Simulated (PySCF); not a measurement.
**C₆ coefficients of unlike pairs at CAM-B3LYP**

Calculated with PySCF 2.14 from the dipole response of each species, C₆(A,B) = (3/π) ∫ α_A(iu) α_B(iu) du, in atomic units, from isotropic polarisabilities. For ions this is the dispersion term alone; charge-induced terms of lower order in 1/R come first.

```json
{"species": "In(3+)", "configuration": "[Kr] 4d10 (1S)", "basis": "aug-cc-pVQZ-DK3 (9s8p6d3f2g)", "relativity": "spin-free X2C", "α (bohr³)": "3.091", "C₆ (like pair)": "11.13"}
{"species": "Se(2+)", "configuration": "[Ar] 3d10 4s2 4p2 (3P)", "basis": "aug-cc-pVTZ-PP with one added diffuse shell each of s, d, f type with ECP10MDF (7s5p5d3f)", "relativity": "core potential", "α (bohr³)": "9.253", "C₆ (like pair)": "42.12"}
{"species": "Tc(3+)", "configuration": "[Kr] 4d4 (5D)", "basis": "x2c-TZVPPall with one added diffuse shell each of s, p, d, f type (9s7p7d3f1g)", "relativity": "spin-free X2C", "α (bohr³)": "5.301", "C₆ (like pair)": "24.01"}
{"species": "Sr", "configuration": "[Kr] 5s2 (1S)", "basis": "def2-QZVPPD with the def2 core potential (28 electrons) (7s5p4d3f)", "relativity": "core potential", "α (bohr³)": "190.4", "C₆ (like pair)": "3040"}
```

(1) Estimate C₆ for Tc(3+) with In(3+).

No spin-orbit coupling is included.

The other pairs:

```json
{"pair": "Sr, In(3+)", "C₆": "101.8"}
{"pair": "Sr, Tc(3+)", "C₆": "166.7"}
{"pair": "Sr, Se(2+)", "C₆": "266.6"}
{"pair": "Se(2+), In(3+)", "C₆": "19.80"}
{"pair": "Tc(3+), Se(2+)", "C₆": "30.40"}
```

Results:

(1) The integral gives 16.23. The combination rule 2 C_A C_B / (C_A α_B/α_A + C_B α_A/α_B) gives 16.15 and the geometric mean 16.35.
